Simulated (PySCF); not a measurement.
PySCF job for Sb(Me)3 (C3H9Sb), SMILES [CH3][Sb]([CH3])[CH3], TDDFT-CAM-B3LYP/def2-SVPD. The structure is a stationary point at B3LYP-D3(BJ)/def2-SVP. The isomer is the one that the SMILES or the coordinates give; other isomers of the formula were not compared. The def2 effective core potentials stand for the cores of Sb; spin–orbit coupling is left out.

```python
import numpy as np
from pyscf import gto, scf, dft, tdscf

mol = gto.M(
    atom='''
    Sb    0.00000000   -0.00000000    0.42974633
    C     1.60263839   -0.92528371   -0.74626938
    H     1.66935816   -1.99626418   -0.50421008
    H     2.56349458   -0.44757450   -0.50421007
    H     1.39434153   -0.80502346   -1.81965128
    C     0.00000000    1.85056742   -0.74626936
    H     0.89413641    2.44383867   -0.50421006
    H    -0.89413640    2.44383868   -0.50421006
    H    -0.00000000    1.61004694   -1.81965127
    C    -1.60263841   -0.92528370   -0.74626937
    H    -1.66935818   -1.99626417   -0.50421008
    H    -1.39434154   -0.80502345   -1.81965128
    H    -2.56349458   -0.44757449   -0.50421007
    ''',
    basis='def2-SVPD',
    ecp={'Sb': 'def2-svp'},
    charge=0,
    spin=0,
    symmetry=True,
    max_memory=1600,
    verbose=4,
)
mf = dft.RKS(mol, xc='cam-b3lyp').density_fit(auxbasis='def2-universal-jkfit')
mf.grids.level = 3
mf.conv_tol = 1e-9
mf.max_cycle = 100
mf.kernel()
mf.grids = dft.Grids(mol).set(level=1).build(with_non0tab=True)  # coarser grid for the response kernel
td = tdscf.TDDFT(mf)
td.singlet = True
td.nstates = 10
td.conv_tol = 1e-4
td.positive_eig_threshold = 1e-6
td.kernel(x0=td.get_init_guess(mf, 15))
td.analyze()
tt = tdscf.TDA(mf)
tt.singlet = False
tt.nstates = 4
tt.conv_tol = 1e-4
tt.positive_eig_threshold = 1e-6
tt.kernel(x0=tt.get_init_guess(mf, 9))
tt.analyze(verbose=3)
```

It prints:

```
PySCF version 2.14.0

[INPUT] verbose = 4
[INPUT] num. atoms = 13
[INPUT] num. electrons = 50
[INPUT] charge = 0
[INPUT] spin (= nelec alpha-beta = 2S) = 0
[INPUT] symmetry True subgroup None
[INPUT] Mole.unit = angstrom
[INPUT] Symbol           X                Y                Z      unit          X                Y                Z       unit  Magmom
[INPUT]  1 Sb     0.000000000000   0.000000000000   0.429746330000 AA    0.000000000000   0.000000000000   0.812102866737 Bohr   0.0
[INPUT]  2 C      1.602638390000  -0.925283710000  -0.746269380000 AA    3.028547633814  -1.748532799421  -1.410244743349 Bohr   0.0
[INPUT]  3 H      1.669358160000  -1.996264180000  -0.504210080000 AA    3.154629726208  -3.772392572479  -0.952818960445 Bohr   0.0
[INPUT]  4 H      2.563494580000  -0.447574500000  -0.504210070000 AA    4.844302678007  -0.845793225339  -0.952818941548 Bohr   0.0
[INPUT]  5 H      1.394341530000  -0.805023460000  -1.819651280000 AA    2.634923615807  -1.521273863250  -3.438642561414 Bohr   0.0
[INPUT]  6 C      0.000000000000   1.850567420000  -0.746269360000 AA    0.000000000000   3.497065598843  -1.410244705554 Bohr   0.0
[INPUT]  7 H      0.894136410000   2.443838670000  -0.504210060000 AA    1.689672932902   4.618185778921  -0.952818922651 Bohr   0.0
[INPUT]  8 H     -0.894136400000   2.443838680000  -0.504210060000 AA   -1.689672914005   4.618185797819  -0.952818922651 Bohr   0.0
[INPUT]  9 H      0.000000000000   1.610046940000  -1.819651270000 AA    0.000000000000   3.042547764294  -3.438642542517 Bohr   0.0
[INPUT] 10 C     -1.602638410000  -0.925283700000  -0.746269370000 AA   -3.028547671608  -1.748532780524  -1.410244724452 Bohr   0.0
[INPUT] 11 H     -1.669358180000  -1.996264170000  -0.504210080000 AA   -3.154629764002  -3.772392553582  -0.952818960445 Bohr   0.0
[INPUT] 12 H     -1.394341540000  -0.805023450000  -1.819651280000 AA   -2.634923634704  -1.521273844352  -3.438642561414 Bohr   0.0
[INPUT] 13 H     -2.563494580000  -0.447574490000  -0.504210070000 AA   -4.844302678007  -0.845793206442  -0.952818941548 Bohr   0.0

nuclear repulsion = 205.741761329418
point group symmetry = C3v, use subgroup Cs
symmetry origin: [-3.39181607e-09  2.42272576e-09 -1.93818058e-09]
symmetry axis x: [8.66025406e-01 4.99999996e-01 4.05946102e-09]
symmetry axis y: [-6.89487064e-10 -6.92469547e-09  1.00000000e+00]
symmetry axis z: [ 4.99999996e-01 -8.66025406e-01 -5.65221868e-09]
num. orbitals of irrep A' = 94
num. orbitals of irrep A" = 70
number of shells = 72
number of NR pGTOs = 247
number of NR cGTOs = 164
basis = def2-SVPD
ecp = {'Sb': 'def2-svp'}


******** <class 'pyscf.df.df_jk.DFSymAdaptedRKS'> ********
method = DFSymAdaptedRKS
initial guess = minao
damping factor = 0
level_shift factor = 0
DIIS = <class 'pyscf.scf.diis.CDIIS'>
diis_start_cycle = 1
diis_space = 8
diis_damp = 0
SCF conv_tol = 1e-09
SCF conv_tol_grad = None
SCF max_cycles = 100
direct_scf = False
XC library pyscf.dft.libxc version 7.1.2
    S. Lehtola, C. Steigemann, M. J. T. Oliveira, and M. A. L. Marques,  SoftwareX 7, 1–5 (2018)
XC functionals = cam-b3lyp
    T. Yanai, D. P. Tew, and N. C. Handy,  Chem. Phys. Lett. 393, 51 (2004)
radial grids:
    Treutler-Ahlrichs [JCP 102, 346 (1995); DOI:10.1063/1.469408] (M4) radial grids

becke partition: Becke, JCP 88, 2547 (1988); DOI:10.1063/1.454033
pruning grids: <function nwchem_prune>
grids dens level: 3
symmetrized grids: True
atomic radii adjust function: <function treutler_atomic_radii_adjust>
small_rho_cutoff = 0
Freeze 0 electrons in irreps []
    50 free electrons in irreps A' A"
Set gradient conv threshold to 3.16228e-05
Initial guess from minao.
tot grids = 152584
******** <class 'pyscf.df.df.DF'> ********
auxbasis = def2-universal-jkfit
Create RSH-DF object <pyscf.df.df.DF object> for omega=0.33
******** <class 'pyscf.df.df.DF'> ********
auxbasis = auxmol.basis = def2-universal-jkfit
init E= -333.737666443233
HOMO (A") = -0.761927852997063  LUMO (A") = -0.544309397845932  gap/eV = 5.92170
cycle= 1 E= -357.997145936296  delta_E= -24.3  |g|= 2.74  |ddm|= 13.5
HOMO (A') = 0.0233274615529258  LUMO (A") = 0.0610532594436073  gap/eV = 1.02657
cycle= 2 E= -357.165769343176  delta_E= 0.831  |g|= 2.86  |ddm|= 59.9
HOMO (A') = -0.298191228095842  LUMO (A') = -0.0295403537938448  gap/eV = 7.31036
cycle= 3 E= -359.729677642011  delta_E= -2.56  |g|= 0.39  |ddm|=   59
HOMO (A') = -0.249932221296046  LUMO (A') = 0.0330169798198572  gap/eV = 7.69944
cycle= 4 E= -359.790637483493  delta_E= -0.061  |g|= 0.155  |ddm|= 0.967
HOMO (A') = -0.272022096983358  LUMO (A") = 0.0411041529308402  gap/eV = 8.52060
cycle= 5 E= -359.797574091666  delta_E= -0.00694  |g|= 0.0512  |ddm|= 0.323
HOMO (A') = -0.282361116369573  LUMO (A") = 0.0356195515220001  gap/eV = 8.65269
cycle= 6 E= -359.798292779798  delta_E= -0.000719  |g|= 0.0108  |ddm|= 0.0844
HOMO (A') = -0.283533944478203  LUMO (A") = 0.0353403267749179  gap/eV = 8.67701
cycle= 7 E= -359.798333416431  delta_E= -4.06e-05  |g|= 0.00195  |ddm|= 0.0263
HOMO (A') = -0.283399384872357  LUMO (A") = 0.0354162994028329  gap/eV = 8.67542
cycle= 8 E= -359.798335705168  delta_E= -2.29e-06  |g|= 0.000459  |ddm|= 0.00785
HOMO (A') = -0.283389190688203  LUMO (A") = 0.0354455552697317  gap/eV = 8.67594
cycle= 9 E= -359.798335812285  delta_E= -1.07e-07  |g|= 9.38e-05  |ddm|= 0.00152
HOMO (A') = -0.283393455054018  LUMO (A") = 0.0354487116789759  gap/eV = 8.67614
cycle= 10 E= -359.798335817305  delta_E= -5.02e-09  |g|= 1.15e-05  |ddm|= 0.000397
HOMO (A') = -0.283395124233955  LUMO (A") = 0.0354481596171308  gap/eV = 8.67617
cycle= 11 E= -359.798335817414  delta_E= -1.08e-10  |g|= 2.32e-06  |ddm|= 9.08e-05
HOMO (A') = -0.283394980363045  LUMO (A") = 0.035448266275635  gap/eV = 8.67617
Extra cycle  E= -359.798335817416  delta_E= -1.82e-12  |g|= 9.93e-07  |ddm|= 1.55e-05
converged SCF energy = -359.798335817416
tot grids = 45816
Overwritten attributes  positive_eig_threshold  of <class 'pyscf.tdscf.rks.TDDFT'>


******** <class 'pyscf.tdscf.rks.TDDFT'> for <class 'pyscf.df.df_jk.DFSymAdaptedRKS'> ********
nstates = 10 singlet
deg_eia_thresh = 1.000e-03
wfnsym = None
conv_tol = 0.0001
eigh lindep = 1e-12
eigh level_shift = 0
eigh max_cycle = 100


[traceback left out]
ValueError: could not broadcast input array from shape (587,) into shape (591,)
```

The program stopped with an error.
